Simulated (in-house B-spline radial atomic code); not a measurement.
Configurations of the neodymium ion Nd⁺, with energies counted from [Xe] 4f4 6s1. Level of theory: Dirac-Hartree-Fock, average of configuration, Fermi nucleus of rms radius 4.9123 fm; calculated with a radial B-spline atomic code at the basis-set limit. Energies include first-order Breit, QED and recoil terms.

Occupations are held fixed; configurations that lie above the ionisation limit could autoionise.

```
               configuration  E - E(ref) (eV)  highest orbital  its <r> (bohr)
                [Xe] 4f4 6d1           5.7714            6d5/2           8.379
                [Xe] 4f4 7p1           6.1433            7p3/2           10.41
                [Xe] 4f4 8s1           7.1555            8s1/2           14.53
                [Xe] 4f4 5g1           7.8069            5g7/2           13.75
                [Xe] 4f4 9s1           8.1125            9s1/2           21.89
                [Xe] 4f4 7g1           8.8731            7g7/2           31.74
            [Xe] 4f3 6s1 9d1           9.9343            9d5/2           30.46
[Kr] 4d9 4f4 5s2 5p6 6s1 9p1            130.9            9p3/2           23.99
```

Question: Order these further configurations by energy, lowest first.
A. [Xe] 4f3 6s1 10d1
B. [Kr] 4d10 4f5 5s2 5p5 6s1
C. [Xe] 4f4 10g1
D. [Xe] 4f3 6s1 8g1
E. [Kr] 4d9 4f4 5s2 5p6 6s1 8g1

Answer: C (9.4397 eV), A (10.255 eV), D (10.368 eV), B (24.176 eV), E (131.73 eV).

Question: How far above the reference does [Kr] 4d10 4f4 5s2 5p5 6s1 6d1 lie?

Answer: 27.802 eV; its least bound orbital is 6d5/2 with <r> = 7.829 bohr.

Question: How far above the reference does [Kr] 4d10 4f4 5s2 5p5 6s1 10d1 lie?

Answer: 31.346 eV; its least bound orbital is 10d5/2 with <r> = 41.27 bohr.

Question: How far above the reference does [Kr] 4d9 4f4 5s2 5p6 6s1 10g1 lie?

Answer: 132.04 eV; its least bound orbital is 10g7/2 with <r> = 69.85 bohr.
